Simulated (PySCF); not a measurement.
Ligand exchange on a metal centre used in film growth or etching (Sc F-OH). Gas-phase values, no solvent. One relaxed conformer stands for each flexible species; it need not be the lowest.

The HOMO–LUMO gap from two functionals at the same geometries (BP86-D3(BJ)/def2-SVP), both in PySCF: PBE-D3(BJ)/def2-TZVP and B3LYP-D3(BJ)/def2-TZVP. B3LYP has the VWN-RPA correlation part, as in Gaussian. 

```
species                                 PBE-D3(BJ)/def2-TZVP (eV)  B3LYP-D3(BJ)/def2-TZVP (eV)
--------------------------------------  -------------------------  ---------------------------
0 of 3 F replaced by OH                                      5.70                         7.89
1 of 3 F replaced by OH ([Sc(F)2(OH)])                       4.49                         6.45
2 of 3 F replaced by OH ([Sc(F)(OH)2])                       4.47                         6.41
```

Over these rows, drawn at random from the members with no instability flagged (it was tested for open shells, ions and some series alone), PBE minus B3LYP-D3(BJ): mean -2.03 eV, from -2.18 eV to -1.94 eV.
